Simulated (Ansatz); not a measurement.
Basis sets compared for the cluster Sn₆S₁₂. Charge 0, multiplicity 1. Geometry PBE-D4/def2-SVP. Ansatz on 2 threads of AMD EPYC 7R13 on a shared host and a share (18 GiB) of an NVIDIA H100 80GB HBM3; times are rough, and most runs start from earlier orbitals.

```
atom    x (Å)    y (Å)    z (Å)
 Sn1   2.2303  -0.5347   2.2316
 Sn2  -3.6586   2.5466  -0.5057
 Sn3   3.5647   1.9785  -1.6725
 Sn4   3.4777  -1.6274  -1.8648
 Sn5  -0.1071   1.0735  -1.7018
 Sn6  -2.3973  -0.6212   2.4661
  S7  -2.4083  -3.0553   1.2908
  S8   1.6686   1.6103   0.4547
  S9   4.5432   0.1295  -0.3351
 S10  -1.5958   1.6976   0.9812
 S11   2.0577   0.2520  -3.0220
 S12  -0.2321  -1.3056  -0.3856
 S13   0.1433   2.7527   1.4606
 S14   1.6665  -2.1569   0.0808
 S15  -3.1074   0.5082  -2.0103
 S16  -1.8387  -2.6405  -0.6324
 S17   0.0091  -0.6488   3.2767
 S18  -4.0159   0.0416  -0.1122
```

In the def2 sets Sn takes a core potential; there is no spin–orbit coupling. Single mean-field runs in def2-TZVP are fitted with def2-universal-jkfit. Another isomer (singlet) lies 2.69 eV lower at PBE0-D4/def2-TZVP; other spin states weren't run for this one.

Binding counts from free atoms (Sn triplet, S triplet) in the same basis, without a counterpoise term.

```tsv
level	functions	energy (Eh)	HOMO (eV)	LUMO (eV)	binding per atom (eV)	wall time
PBE-D4/def2-SVP	372	-6061.2391	-4.99	-3.64	3.28	4.1 s
PBE0-D4/def2-SVP	372	-6061.6033	-5.87	-3.08	3.06	4.9 s
```

(1) Estimate the rows for PBE-D4/def2-TZVP (with forces), PBE0-D4/def2-TZVP.

Results:

(1) 
| level | functions | energy (Eh) | HOMO (eV) | LUMO (eV) | binding per atom (eV) | wall time |
| --- | --- | --- | --- | --- | --- | --- |
| PBE-D4/def2-TZVP (with forces) | 744 | -6062.9484 | -5.06 | -3.67 | 3.31 | 6 s |
| PBE0-D4/def2-TZVP | 744 | -6063.2944 | -5.92 | -3.07 | 3.11 | 9 s |
